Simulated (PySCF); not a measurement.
H₂Sb, SMILES [SbH2+] (connectivity only; charge and spin as stated), charge +1, multiplicity 1.

Geometry: B3LYP-D3(BJ)/def2-TZVPD. The def2 effective core potentials stand for the cores of Sb; spin–orbit coupling is left out.

Two levels are set side by side: PBE/def2-TZVPD (PySCF) and ωB97X/def2-TZVPD (PySCF). Same geometry, gas phase. Differences are taken from unrounded values.

```tsv
quantity	PBE
orbital gap (eV)	1.97
highest occupied level (eV)	-13.98
lowest empty level (eV)	-12.01
mean polarisability (bohr³)	30.8
```

**Question.** These are the PBE values. What does ωB97X give? (The exact figures need the calculation; the answer reports its results.)

**Answer.** 
| quantity | ωB97X | PBE minus ωB97X |
|---|---|---|
| orbital gap (eV) | 8.37 | -6.40 |
| highest occupied level (eV) | -17.28 | 3.30 |
| lowest empty level (eV) | -8.91 | -3.10 |
| mean polarisability (bohr³) | 30.5 | 0.2 |

PBE's occupied levels lie high since its potential decays too fast outside the molecule; exact exchange lowers them and widens the gap. Differences between two approximate levels are no errors against the true value.

Rough cost on one machine, each run with all the roots and properties that it gave: ωB97X against PBE within a factor of 2.
